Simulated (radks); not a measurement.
Question: Excited configurations of Tb: one electron is placed in a higher orbital outside [Xe] 4f9 6s1. The ground configuration is [Xe] 4f9 6s2. All-electron calculation, scalar-relativistic Kohn-Sham, PBE, spin-unpolarised, spherical densities, finite nucleus; Fermi nuclear charge, rms radius 5.06 fm. Program: a radial shooting solver on a logarithmic mesh with Libxc functionals. Excitation = E - E(ground); binding = E(ion) - E, where the ion is the core of charge +1; n* = 1/sqrt(2 binding) in atomic units, and the quantum defect is n - n*.

| outer orbital | excitation (eV) | binding (eV) | n* | quantum defect | eigenvalue (eV) | <r> (bohr) |
|---|---|---|---|---|---|---|
| 5d | 2.473 | 3.690 | 1.920 | 3.080 | -0.946 | 3.881 |
| 5f | 5.235 | 0.928 | 3.830 | 1.170 | -0.428 | 16.86 |
| 6p | 2.613 | 3.550 | 1.958 | 4.042 | -1.789 | 5.669 |
| 6d | 4.689 | 1.474 | 3.038 | 2.962 | -0.718 | 11.64 |

Estimate the row for 7d.

Answer: excitation (eV) 5.239; binding (eV) 0.924; n* 3.837; quantum defect 3.163; eigenvalue (eV) -0.530; <r> (bohr) 21.41. The Delta-SCF ionisation energy is 6.163 eV (NIST Atomic Spectra Database: 5.864 eV, measured). Self-interaction in the functional shifts the binding energies and quantum defects, so they are the method's values and not measured ones. Spin polarisation and multiplet splitting are left out, so open shells lie too high by an amount that depends on their filling. Spin-orbit splitting is averaged out at the scalar-relativistic level.

Beside tabulated values, note that spin-unpolarised runs miss the spin-polarisation part of the exchange energy of open shells.
